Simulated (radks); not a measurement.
Values are calculated unless marked as measured or tabulated.
Problem. Coherent X-ray form factor from a spherical all-electron density. Level of theory: Dirac Kohn-Sham, BLYP, spin-unpolarised, spherical densities, finite nucleus; Fermi nuclear charge, rms radius of each element as measured or else 0.836 A^(1/3) + 0.57 fm (a radial shooting solver on a logarithmic mesh with Libxc functionals).

sin(theta)/lambda (1/angstrom)  f0 (electrons)
0.05                                    36.862
0.1                                     34.533
0.15                                    32.188
0.2                                     29.977
0.25                                    27.858
0.3                                     25.879
0.4                                     22.523
0.5                                     19.883
0.6                                     17.665
0.8                                     13.856
1                                       10.814
1.25                                     8.250
1.5                                      6.781
2                                        5.324

The species is in the configuration that NIST lists as its ground one. Which atom or ion scatters so?

Solution. Neutral strontium, [Kr] 5s2. Extrapolating in s^2 from the first two rows gives f0(0) = 37.6, near the electron count 38; among species with that count, the fall with angle is slower the higher Z, and the table is that of Z = 38; from so few rows the species is fixed only to a neighbour or two.
